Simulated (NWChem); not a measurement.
System: PbHSF, singlet; SMILES [F][Pb][SH]

Output (shortened):

```
             Northwest Computational Chemistry Package (NWChem) 7.3.0
             --------------------------------------------------------

                             Geometry "geometry" -> ""
                             -------------------------

 Output coordinates in angstroms (scale by  1.889725989 to convert to a.u.)

  No.       Tag          Charge          X              Y              Z
 ---- ---------------- ---------- -------------- -------------- --------------
    1 Pb                  82.0000     0.26427000     0.33762200     0.00000000
    2 F                    9.0000    -1.66613000     1.04963600     0.00000000
    3 S                   16.0000    -0.38342500    -2.12793400     0.00000000
    4 H                    1.0000     0.91541000    -2.50931300     0.00000000

 Effective nuclear repulsion energy (a.u.)     506.5919917235

                                 NWChem DFT Module
                                 -----------------

 Summary of "ao basis" -> "ao basis" (spherical)
 ------------------------------------------------------------------------------
       Tag                 Description            Shells   Functions and Types
 ---------------- ------------------------------  ------  ---------------------
 Pb                        def2-svpd                12       32   5s4p3d
 F                         def2-svpd                 9       23   4s3p2d
 S                         def2-svpd                11       27   5s4p2d
 H                         def2-svpd                 4        8   2s2p

            General Information
            -------------------
          SCF calculation type: DFT
          Wavefunction type:  closed shell.
          No. of atoms     :     4
          No. of electrons :    48
           Alpha electrons :    24
            Beta electrons :    24
          Charge           :     0
          Spin multiplicity:     1
          Use of symmetry is: off; symmetry adaption is: off
          Maximum number of iterations: 150
          AO basis - number of functions:    90
                     number of shells:    36
          Convergence on energy requested:  1.00D-06
          Convergence on density requested:  1.00D-05
          Convergence on gradient requested:  5.00D-04

              XC Information
              --------------
                     Hartree-Fock (Exact) Exchange  1.000
                   CAM-Becke88 Exchange Functional  1.000
                      VWN V Correlation Functional  0.190 local
              Lee-Yang-Parr Correlation Functional  0.810

           Range-Separation Parameters
           ---------------------------
           Alpha           :  0.19
           Beta            :  0.46
           Gamma           :  0.33
           Short-Range HF  :     F

             Grid Information
             ----------------
          Grid used for XC integration:  medium
          Radial quadrature: Mura-Knowles
          Angular quadrature: Lebedev.
          Tag              B.-S. Rad. Rad. Pts. Rad. Cut. Ang. Pts.
          ---              ---------- --------- --------- ---------
          Pb                  1.80      123          12.0       590
          F                   0.50       49          12.0       434
          S                   1.00       88          12.0       590
          H                   0.35       45          12.0       434
          Grid pruning is: on
          Number of quadrature shells:   305
          Spatial weights used:  Erf1

      Superposition of Atomic Density Guess
      -------------------------------------

 Sum of atomic energies:        -716.50804122

      Non-variational initial energy
      ------------------------------

 Total energy =    -688.962114
 1-e energy   =   -1338.814897
 2-e energy   =     492.297223
 HOMO         =      -0.297098
 LUMO         =      -0.044536

   convergence    iter        energy       DeltaE   RMS-Dens  Diis-err
 ---------------- ----- ----------------- --------- --------- ---------
 d= 0,ls=0.0,diis     1   -691.2241176365 -8.49D+02  2.03D-02  8.59D-01
 d= 0,ls=0.0,diis     2   -691.0078734749  2.16D-01  9.54D-03  3.60D+00
 d= 0,ls=0.0,diis     3   -691.3402472244 -3.32D-01  2.22D-03  1.89D-02
 d= 0,ls=0.0,diis     4   -691.3419822041 -1.73D-03  1.08D-03  8.74D-03
 d= 0,ls=0.0,diis     5   -691.3433111201 -1.33D-03  1.18D-04  8.85D-05
  Resetting Diis
 d= 0,ls=0.0,diis     6   -691.3433262083 -1.51D-05  4.34D-05  5.33D-06
 d= 0,ls=0.0,diis     7   -691.3433278405 -1.63D-06  1.18D-05  3.20D-07
 d= 0,ls=0.0,diis     8   -691.3433279047 -6.42D-08  4.26D-06  3.95D-07

         Total DFT energy =     -691.343327904665
      One electron energy =    -1340.658389004368
           Coulomb energy =      544.273655947791
    Exchange-Corr. energy =      -52.514154307708
 Nuclear repulsion energy =      157.555559459620

 Numeric. integr. density =       48.000008011547

                       DFT Final Molecular Orbital Analysis
                       ------------------------------------

 Vector   22  Occ=2.000000D+00  E=-4.238640D-01
              MO Center= -1.0D+00,  6.3D-01,  1.9D-09, r^2= 2.7D+00
   Bfn.  Coefficient  Atom+Function         Bfn.  Coefficient  Atom+Function
  ----- ------------  ---------------      ----- ------------  ---------------
    38     -0.410806  2 F  py                37      0.389136  2 F  px
     3      0.282215  1 Pb s                 41      0.273121  2 F  py
    40     -0.261612  2 F  px                12      0.204167  1 Pb px
     1     -0.190962  1 Pb s                  4      0.172069  1 Pb s
    68      0.133719  3 S  py                22      0.131297  1 Pb d  2

 Vector   23  Occ=2.000000D+00  E=-3.257092D-01
              MO Center= -1.2D-01, -1.0D+00, -2.7D-09, r^2= 4.2D+00
   Bfn.  Coefficient  Atom+Function         Bfn.  Coefficient  Atom+Function
  ----- ------------  ---------------      ----- ------------  ---------------
    68      0.454999  3 S  py                65      0.344770  3 S  py
     3     -0.310048  1 Pb s                  4     -0.274010  1 Pb s
    13     -0.252993  1 Pb py                 1      0.206848  1 Pb s
    62      0.195899  3 S  py                67      0.186068  3 S  px
    12     -0.170969  1 Pb px                37     -0.157665  2 F  px

 Vector   24  Occ=2.000000D+00  E=-3.226874D-01
              MO Center= -2.9D-01, -1.9D+00,  2.8D-09, r^2= 2.0D+00
   Bfn.  Coefficient  Atom+Function         Bfn.  Coefficient  Atom+Function
  ----- ------------  ---------------      ----- ------------  ---------------
    69      0.568834  3 S  pz                66      0.432252  3 S  pz
    63      0.244244  3 S  pz                14      0.139457  1 Pb pz
    72      0.102633  3 S  pz                39      0.076353  2 F  pz
    19      0.069648  1 Pb d -1              17      0.066475  1 Pb pz
    42     -0.052528  2 F  pz                11     -0.048512  1 Pb pz

 Vector   25  Occ=0.000000D+00  E=-7.152114D-02
              MO Center=  3.4D-01,  2.3D-01, -7.8D-09, r^2= 4.1D+00
   Bfn.  Coefficient  Atom+Function         Bfn.  Coefficient  Atom+Function
  ----- ------------  ---------------      ----- ------------  ---------------
    17      0.623031  1 Pb pz                14      0.532063  1 Pb pz
    69     -0.224999  3 S  pz                11     -0.185630  1 Pb pz
     8     -0.180156  1 Pb pz                66     -0.148183  3 S  pz
    39      0.138631  2 F  pz                42     -0.105542  2 F  pz
    63     -0.082089  3 S  pz                45     -0.078128  2 F  pz

 Vector   26  Occ=0.000000D+00  E=-7.383589D-03
              MO Center=  6.9D-01,  1.9D-01, -2.4D-09, r^2= 6.0D+00
   Bfn.  Coefficient  Atom+Function         Bfn.  Coefficient  Atom+Function
  ----- ------------  ---------------      ----- ------------  ---------------
    15      0.636071  1 Pb px                60      0.491418  3 S  s
     4     -0.462980  1 Pb s                 16     -0.414291  1 Pb py
    36      0.358963  2 F  s                 13     -0.324435  1 Pb py
    12      0.302158  1 Pb px                43      0.295714  2 F  px
    32      0.264699  1 Pb d  2              84     -0.232156  4 H  s

 Vector   27  Occ=0.000000D+00  E=-5.236207D-04
              MO Center=  9.3D-01,  5.8D-01, -6.4D-10, r^2= 7.4D+00
   Bfn.  Coefficient  Atom+Function         Bfn.  Coefficient  Atom+Function
  ----- ------------  ---------------      ----- ------------  ---------------
     5      1.409351  1 Pb s                  4     -0.995919  1 Pb s
    60     -0.884913  3 S  s                 15      0.441063  1 Pb px
     3     -0.334263  1 Pb s                 68      0.281681  3 S  py
    13      0.273513  1 Pb py                59      0.271133  3 S  s
    28      0.258356  1 Pb d -2              12      0.250971  1 Pb px

     Multipole analysis of the density
     ---------------------------------

     L   x y z        total         alpha         beta         nuclear
     -   - - -        -----         -----         ----         -------
     0   0 0 0      0.000000    -24.000000    -24.000000     48.000000

     1   1 0 0      1.893114     14.553170     14.553170    -27.213226
     1   0 1 0      0.397682     18.795492     18.795492    -37.193302
     1   0 0 1     -0.000000     -0.000000     -0.000000      0.000000

[...]

 DFT Linear Response polarizability / au
 Frequency  =       0.0000000 / au
              X              Y              Z
 -----------------------------------------------
 X      58.4309721      4.8108359      0.0000000
 Y       4.8107941     91.1730412      0.0000000
 Z       0.0000000      0.0000000     49.2067851
 -----------------------------------------------
 Eigenvalues =      57.7387445     91.8652688     49.2067851
 Isotropic   =      66.2702661
 Anisotropic =      39.0970601
 -----------------------------------------------

 Magnetic Dipole Response Matrix (nonzero elements):

 Exiting AOResponse driver routine
```

Level: CAM-B3LYP/def2-SVPD with def2 effective core potentials on Pb. Low-valent species are run as closed-shell singlets; no triplet was tried in these runs. The geometry was optimised at PBE0/def2-SVP. Not confirmed as a minimum by frequencies. def2 effective core potentials on Pb; no spin-orbit coupling.

Reconstruct the input file.

This is not unique; one that fits is the input that was run:
```
start job
memory heap 200 mb stack 900 mb global 1100 mb
geometry units angstroms noautosym nocenter noautoz
  Pb     0.264270     0.337622     0.000000
  F     -1.666130     1.049636     0.000000
  S     -0.383425    -2.127934     0.000000
  H      0.915410    -2.509313     0.000000
end
basis spherical
  * library def2-svpd
end
ecp
  Pb library def2-ecp
end
dft
  xc xcamb88 1.00 lyp 0.81 vwn_5 0.19 hfexch 1.00
  cam 0.33 cam_alpha 0.19 cam_beta 0.46
  iterations 150
end
property
  response 1 0.0
end
task dft property
```
